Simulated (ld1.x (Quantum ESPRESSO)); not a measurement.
**Sb (Z = 51), TM: configuration errors across variants**

* Element: antimony (Sb)
* Generator: ld1.x (Quantum ESPRESSO) 7.5
* Type: norm-conserving Troullier–Martins (Kleinman–Bylander form)
* Functional: PW91
* Relativity: scalar-relativistic
* Frozen core: [Kr]
* Valence charge: 15
* Reference configuration: 4d10 5s2 5p2 (charge +1)
* Partial waves: 5s (bound): rc 1.85 bohr; 5p (bound): rc 1.85 bohr; 4d (bound): rc 1.25 bohr
* Local potential: the d channel
* Core correction: Bessel-smoothed model core inside 1.00 bohr

All-electron excitation energies from the reference (eV): (1) 4d10 5s2 5p3 -8.375; (2) 4d10 5s2 5p1 16.047; (3) 4d10 5s2 5p0 40.555; (4) 4d10 5s2 5p2.5 -5.087; (5) 4d9 5s2 5p3 32.407; (6) 4d10 5s1 5p0 84.961; (7) 4d10 5s2 5p3.3 -9.547.

A true bound ghost makes a file unfit for plane-wave use even where its test errors are small: the radial tests pick states by their node count and pass the ghost by.

Errors AE − PS in meV (a dash: test not solved or not reliable):

| change | (1) | (2) | (3) | (4) | (5) | (6) | (7) | bound ghosts |
| --- | --- | --- | --- | --- | --- | --- | --- | --- |
| base | +2.7 | -2.8 | -6.3 | +1.4 | -293 | -21 | +3.4 | s, p |
| wave 5p (bound): rc 1.85 bohr becomes 5p (bound): rc 1.28 bohr | -8.8 | -22 | -90 | -2.2 | -220 | -83 | -13 | p, s |
| wave 5p (bound): rc 1.85 bohr becomes 5p (bound): rc 1.46 bohr | -3.6 | -9.3 | -20 | -0.4 | -277 | -21 | -6.2 | s, p |
| wave 5p (bound): rc 1.85 bohr becomes 5p (bound): rc 1.68 bohr | +1.6 | -3.2 | -3.5 | +1.1 | -274 | -18 | +1.8 | s, p |
| wave 5p (bound): rc 1.85 bohr becomes 5p (bound): rc 2.28 bohr | +2.9 | -2.8 | -6.5 | +1.5 | -317 | -17 | +3.7 | s, p |
| wave 5p (bound): rc 1.85 bohr becomes 5p (bound): rc 2.42 bohr | +2.9 | -3.1 | -8.6 | +1.5 | -308 | -23 | +3.7 | s, p |
| wave 5p (bound): rc 1.85 bohr becomes 5p (bound): rc 2.74 bohr | +2.6 | -5.0 | -23 | +1.4 | -274 | -57 | +3.3 | s, p |

Problem. Give the same row for: wave 5p (bound): rc 1.85 bohr becomes 5p (bound): rc 1.94 bohr.

Solution. +2.9, -2.8, -6.8, +1.5, -304, -20, +3.6; bound ghosts: s, p.
